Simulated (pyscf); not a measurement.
# `[OH][Ga]([PH2])[PH2]`, singlet

Gas-phase minimum from PySCF at ωB97X-D3(BJ)/def2-SVP, one conformer. 

```
Ga
O 1 1.7888
H 2 0.9630 1 116.75
P 1 2.2941 2 113.17 3 -176.12
H 4 1.4236 1 93.04 2 -44.43
H 4 1.4249 5 94.90 1 94.27
P 1 2.3055 2 119.85 3 -1.87
H 7 1.4242 1 93.42 2 138.55
H 7 1.4252 8 94.62 1 94.31
```

Properties at ωB97X-D3(BJ)/def2-SVP:

- Harmonic wavenumbers, unscaled: 80, 90, 108, 136, 161, 333, 364, 406, 554, 602, 634, 684, 712, 780, 1106, 1113, 2444, 2447, 2457, 2463, 3923 cm⁻¹
- Zero-point energy: 30.9 kcal/mol
- Rotational symmetry number: 1
- Entropy of this conformer at 298 K and 1 atm, rigid rotor and harmonic oscillator, modes under 100 cm⁻¹ raised to 100: 377.3 J/(mol K)
- Dipole moment: 1.97 D

Single-point totals, which compare only within one level:

```csv
level,total energy (hartree)
ωB97X-D3(BJ)/def2-TZVP,-2685.91896
PBE/def2-TZVP,-2685.20661
r²SCAN/def2-TZVP,-2685.79988
B3LYP-D3(BJ)/def2-TZVP,-2686.00515
PBE0-D3(BJ)/def2-TZVP,-2685.31225
M06-2X/def2-TZVP,-2685.81904
ωB97M-D3(BJ)/def2-TZVP,-2686.02926
```

Soft torsions are taken as harmonic, which can shift the entropy by several J/(mol K). Elements up to Kr have no core potential and no relativistic terms here.
